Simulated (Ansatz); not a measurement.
**Relative stability**

The two ends of one reaction step of Si2H7Cl3O, closed shell (PBE0-D4/def2-TZVP).

A:

Si1  (-2.281, -0.260, 0.565)
Si2  (1.909, 0.731, -1.561)
Cl3  (-1.257, -1.220, -0.915)
Cl4  (-4.168, 0.081, -0.125)
H5  (-2.365, -1.075, 1.777)
H6  (0.735, -0.215, 2.207)
Cl7  (-1.428, 1.553, 0.934)
H8  (1.918, 0.321, -0.132)
O9  (0.325, -1.061, 2.012)
H10  (3.180, 1.439, -1.860)
H11  (0.759, 1.631, -1.809)
H12  (1.805, -0.481, -2.411)
H13  (0.867, -1.443, 1.317)
(Å)

B:

Si1  (-1.490, -0.311, -0.743)
Si2  (0.521, 0.645, -1.446)
Cl3  (-1.982, -1.770, -2.113)
Cl4  (-2.966, 1.112, -0.739)
H5  (-1.502, -0.968, 0.582)
H6  (0.324, 0.523, 2.142)
Cl7  (-0.475, 1.471, 2.537)
H8  (1.142, -1.701, 1.755)
O9  (1.332, -0.818, 1.424)
H10  (1.025, 1.637, -0.463)
H11  (0.253, 1.320, -2.743)
H12  (1.531, -0.425, -1.656)
H13  (2.286, -0.716, 1.462)
(Å)

Program: Ansatz 0.2.0. Basis: def2-TZVPP. Cores are frozen in the correlated methods. B3LYP uses VWN-RPA correlation.

Q: Which structure is lower at CCSD(T), and by how much? (To be estimated.)

A: The calculation gives: A, by 19.36 kcal/mol (electronic energy, against the other). By their contacts, A is a complex of SiHCl₃ ([Cl][SiH]([Cl])[Cl]) + SiH₄ + H₂O and B is a complex of Si₂H₄Cl₂ ([SiH3][SiH]([Cl])[Cl]) + HCl + H₂O.

All methods give the same order:

| method | E(B) − E(A) (kcal/mol) |
| --- | --- |
| SPW92 | 14.27 |
| PBE-D4 | 15.63 |
| BLYP-D4 | 18.01 |
| r2SCAN-D4 | 18.96 |
| B97M-V | 19.64 |
| PBE0-D4 | 16.98 |
| B3LYP-D4 | 18.84 |
| r2SCAN0-D4 | 19.46 |
| BHLYP-D4 | 20.41 |
| CAM-B3LYP-D4 | 19.54 |
| wB97X-V | 19.59 |
| wB97M-V | 21.21 |
| B2PLYP | 20.05 |
| PBE-QIDH | 19.25 |
| RPA on PBE | 19.52 |
| HF | 23.70 |
| MP2 | 21.15 |
| CCSD | 19.81 |
| CCSD(T) | 19.36 |

The T1 diagnostic stays at or below 0.010.

Labels in which every atom is bracketed show which atoms are joined, not bond orders.

For scale, one of the runs: CCSD(T)/def2-TZVPP, 339 basis functions, launched by `ansatz run in.yaml --threads 4 --pin off --events-out ev --progress --plain --max-ram 66560MiB --backend cuda --devices 0, --max-vram 37GiB`. The run took 11 s on 4 CPU threads of an AMD EPYC 7R13 and a share of one NVIDIA H100 (shared host), with 0.85 GiB of host memory at its peak.
